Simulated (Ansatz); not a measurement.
A structure relaxed at r2SCAN-D4/def2-SVP in Ansatz, charge 1, doublet:

```xyz
6

Hg    1.707    1.266    3.103
Hg   -2.586   -0.999   -1.367
Hg    0.142   -1.862   -2.155
S     1.279    0.304   -1.195
S    -0.219    1.053   -0.115
S    -0.323    0.237    1.729
```

Task: Give its formula.

Result: the cluster Hg3S3⁺.

Task: Summarise the bond lengths by kind (pairs closer than 1.2 times the sum of covalent radii, bridged metal pairs left out).

Result: 2 × S–S 1.99 to 2.02 Å; 2 × Hg–S 2.63 to 2.66 Å; 1 × Hg–Hg 2.97 Å.

In the def2 sets Hg takes a core potential; there is no spin–orbit coupling. Another isomer (doublet) lies 0.34 eV lower at PBE0-D4/def2-TZVP; other spin states weren't run for this one.
